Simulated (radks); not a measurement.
The numbers below are computed, except where a source is named.
The mean radii <r> (bohr) of the occupied orbitals of an atom or ion are listed with their occupations. Code: a radial shooting solver on a logarithmic mesh with Libxc functionals. Model: scalar-relativistic Kohn-Sham, r2SCAN, spin-polarised, spherical densities, finite nucleus; meta-GGA in the generalised Kohn-Sham scheme; Fermi nuclear charge, rms radius of each element as measured or else 0.836 A^(1/3) + 0.57 fm.

| orbital | occ. | <r> |
|---|---|---|
| 1s | 2 | 0.01687 |
| 2s | 2 | 0.07112 |
| 2p | 6 | 0.06425 |
| 3s | 2 | 0.1837 |
| 3p | 6 | 0.1850 |
| 3d | 10 | 0.1677 |
| 4s | 2 | 0.4070 |
| 4p | 6 | 0.4332 |
| 4d | 10 | 0.4582 |
| 5s | 2 | 0.9314 |
| 4f | 14 | 0.4987 |
| 5p | 6 | 1.076 |
| 5d | 10 | 1.563 |

Name the element and its charge. Open shells, if any, are filled with parallel spins first.

Answer. Z = 79, gold, charge +1: Au+ in [Xe] 4f14 5d10. The 1s radius gives Z: for a bare nucleus <r> = (2 gamma + 1)/(2Z) with gamma = sqrt(1 - (Z/c)^2), 0.01667 bohr for Z = 79, and screening makes it slightly larger (0.01687 here). The occupations add up to 78, and the charge is Z minus that.
